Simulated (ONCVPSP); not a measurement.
## Before and after: ONCV potential for Eu

Eu (Z = 63), optimised norm-conserving Vanderbilt (ONCV), made with ONCVPSP 4.0.1 (PBEsol, scalar-relativistic). Core [Xe] 4f6, reference 5d1 6s1 (charge +1). Waves: 6s: rc 2.60 bohr, ncon 3, nbas 8, qcut 2.4 1/bohr, 2 projectors, debl 2.5 Ha; p scattering state at 0.34 Ha: rc 3.15 bohr, ncon 4, nbas 7, qcut 2.8 1/bohr, 2 projectors, debl 0.6 Ha; 5d: rc 3.25 bohr, ncon 4, nbas 9, qcut 5.6 1/bohr, 2 projectors, debl 2.3 Ha; f scattering state at 0.35 Ha: rc 3.30 bohr, ncon 4, nbas 7, qcut 3.5 1/bohr, 2 projectors, debl 0.9 Ha. Local part: polynomial inside 1.90 bohr (lpopt 4, dvloc0 2 Ha). Core correction: Teter function, fcfact 3.75, rcfact 1.05.

In the p channel the program set the typed energies aside and used 0.050, 0.650 Ha.

Change: s: qcut 1.6; p: qcut 1.8; d: qcut 3.7; f: qcut 2.3.

Cutoffs: the cutoffs (Ha) at which the residual kinetic energy of the hardest occupied pseudo-wave falls to 1 and 0.1 mHa per electron; they do not see the model core or the augmentation charge, which bear on the density cutoff. Errors are all-electron minus pseudo energies relative to the spin-unpolarised reference configuration.

Problem. What does the change do?

Solution. The potential gets softer (7.9 Ha and 30 Ha → 5.7 Ha and 18 Ha); the bound ghost in p disappears; of the 3 tests that both files solve, the error grows in 1 and shrinks in 1 by more than 15 % and 0.3 meV (median size 1.5 → 1.3 meV); the range in which the p phases agree narrows (upper end 2.4 → 1.0); the range in which the d phases agree narrows (upper end 3.1 → 0.5).

| quantity | base | changed |
| --- | --- | --- |
| cutoff, loose | 7.9 Ha | 5.7 Ha |
| cutoff, tight | 30 Ha | 18 Ha |
| loose cutoff by channel | s 4.0 Ha, d 7.9 Ha | s 3.8 Ha, d 5.7 Ha |
| bound ghosts | p | none |
| GHOST(+) flags under 300 eV | s at 43.6 eV | p at 30.9 eV, f at 38.6 eV, s at 45.9 eV, f at 200.5 eV |
| tests counted as reliable (solved cleanly; for ONCVPSP, near-neutral configurations with less than one 5d electron left out) | 3 of 4 | 3 of 4 |
| error for 5d1 6s2, meV [ΔE -6.58 eV] | -1.5 | -0.3 |
| error for 5d1 6s0, meV [ΔE 11.88 eV] | +72 | +72 |
| error for 5d1 6s1.5, meV [ΔE -3.93 eV] | +0.9 | +1.3 |
| s: phases at 2.63 bohr within 0.05 rad from the reference energy up to (Ha; the scan ends near 5) | 1.4 | 1.5 |
| p: phases at 3.21 bohr within 0.05 rad from the reference energy up to (Ha; the scan ends near 5) | 2.4 | 1.0 |
| d: phases at 3.30 bohr within 0.05 rad from the reference energy up to (Ha; the scan ends near 5) | 3.1 | 0.5 |
| f: phases at 3.34 bohr within 0.05 rad from the reference energy up to (Ha; the scan ends near 5) | 3.8 | 1.4 |
| rms error of d²Exc/dni dnj with the model core, mHa | 13.32 | 13.48 |

Base: The cutoffs count occupied waves only; projector 2 of the s channel, the hardest unoccupied one, needs 46 Ha at the loose tolerance. Tests not counted: 5d0 6s2 6p1 (all-electron energy unsafe for a near-neutral lanthanide with less than one 5d electron, printed error +21 meV). Changed file: The cutoffs count occupied waves only; projector 2 of the s channel, the hardest unoccupied one, needs 46 Ha at the loose tolerance. Tests not counted: 5d0 6s2 6p1 (all-electron energy unsafe for a near-neutral lanthanide with less than one 5d electron, printed error +78 meV). A true bound ghost makes a file unfit for plane-wave use even where its test errors are small: the radial tests pick states by their node count and pass the ghost by.
